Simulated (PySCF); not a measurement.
# Frontier orbitals and the lowest excitations

C6H6ClN.
Structure used (GFN2-xTB), in Å, numbered top down from 1:
```xyz
14
C6H6ClN angstrom
C      1.6443   -0.1590    1.2230
C      0.5286   -0.2199    0.5312
C     -0.2747   -1.3270   -0.0960
C     -1.1324   -0.2641   -0.7994
Cl    -2.8826   -0.3797   -0.5267
C     -0.4173    0.8480    0.0068
C      0.1858    1.8917   -0.7722
N      0.6845    2.6996   -1.4092
H      2.0560    0.7800    1.5511
H      2.1904   -1.0491    1.4852
H     -0.8322   -1.9173    0.6302
H      0.2706   -1.9999   -0.7557
H     -0.9756   -0.1925   -1.8754
H     -1.0461    1.2886    0.7849
```

Method: TDDFT CAM-B3LYP/def2-SVPD, vertical, gas phase, core orbitals frozen in the response (PySCF 2.14.0, density-fitted response routines).

Kohn–Sham orbitals with the atoms that hold most of them (Löwdin shares over 4%, at most four atoms; ? is withheld):

```json
{"orbital": "HOMO-3", "ε (eV)": "-10.85", "atoms": "N8 29%, C7 21%, C6 11%, C2 11%"}
{"orbital": "HOMO-2", "ε (eV)": "-10.34", "atoms": "Cl5 69%, C4 11%, C3 5%"}
{"orbital": "HOMO-1", "ε (eV)": "-10.26", "atoms": "Cl5 61%, C4 10%, C6 7%, N8 7%"}
{"orbital": "HOMO", "ε (eV)": "?", "atoms": "?"}
{"orbital": "LUMO", "ε (eV)": "0.17", "atoms": "?"}
{"orbital": "LUMO+1", "ε (eV)": "1.00", "atoms": "Cl5 19%, C7 13%, C3 10%, N8 9%"}
{"orbital": "LUMO+2", "ε (eV)": "1.19", "atoms": "C1 18%, Cl5 14%, N8 10%, C7 10%"}
```

Question: Which atoms hold the LUMO, and with what shares?

Answer: C2 (bonded to 3 C) 21%; C1 (bonded to C and 2 H) 20%; Cl5 (bonded to C) 10%; C6 (bonded to 3 C and H) 8%. By element: carbon 48% or more, chlorine 10%.

Question: Which atoms hold the HOMO, and with what shares?

Answer: C1 (bonded to C and 2 H) 37%; C2 (bonded to 3 C) 34%; C3 (bonded to 2 C and 2 H) 7%; C6 (bonded to 3 C and H) 5%.

Question: What is the HOMO energy, and the HOMO–LUMO gap?

Answer: ε(HOMO) = -9.50 eV; the gap is 9.67 eV (0.3555 hartree).

Question: The HOMO–LUMO gap is 9.67 eV. Where does the response calculation put the lowest singlet, and from which orbitals?

Answer: S1 is at 6.86 eV (f = 0.245), 2.81 eV below the gap, made of HOMO→LUMO (91%). 

Next come S2 at 7.10 eV (f 0.030), HOMO-1→LUMO (66%), HOMO-1→LUMO+1 (8%); S3 at 7.11 eV (f 0.0035), HOMO-2→LUMO (67%), HOMO-2→LUMO+1 (10%); S4 at 7.47 eV (f 0.0011), HOMO-3→LUMO (72%); S5 at 7.49 eV (f 0.024), HOMO→LUMO+2 (76%), HOMO→LUMO+3 (11%).
